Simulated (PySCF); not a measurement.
Ionisation energy of Dy²⁶⁺ by level of theory

Dy²⁶⁺ [Kr] 4d4 (5D) → Dy²⁷⁺ [Kr] 4d3 (4F), as a difference of total energies. Calculation: PySCF 2.14, in an uncontracted even-tempered set (18 s from 1.9 bohr⁻², ratio 2.5; 12 p from 2.5 bohr⁻², ratio 2.5; 9 d from 2.5 bohr⁻², ratio 2.5; 4 f from 11 bohr⁻², ratio 2.7; 3 g from 17 bohr⁻², ratio 2.7); the non-relativistic Hamiltonian (point nucleus). Correlated levels: outer shells: [Ar] 3d10 frozen; virtual orbitals above 40 to 60 times the deepest correlated orbital energy dropped. The calculations carry no spin-orbit coupling.

| method | ionisation energy (eV) |
| --- | --- |
| UHF | 923.80 |
| LDA | 925.08 |
| PBE | 924.86 |
| PBE0 | 925.06 |
| r2SCAN | 924.96 |
| r2SCANh | 925.02 |
| MN15 | 925.46 |
| MP2 (outer shells) | 924.22 |
| SCS-MP2 (outer shells) | 923.94 |

Task: How much does correlation contribute at MP2 (outer shells)?

Result: 924.22 − (923.80) = 0.42 eV, measured against UHF.

Spin-orbit coupling is strong in these open shells (close to jj coupling). The scalar numbers leave it out and a first-order estimate fails, so it can dominate the gap to the real levels.

All relativistic terms are absent from these numbers, so their closeness to the reference says little about the methods.

For comparison: 924 ± 4 eV (theoretical estimate listed by NIST; NIST Atomic Spectra Database, ionization energies).
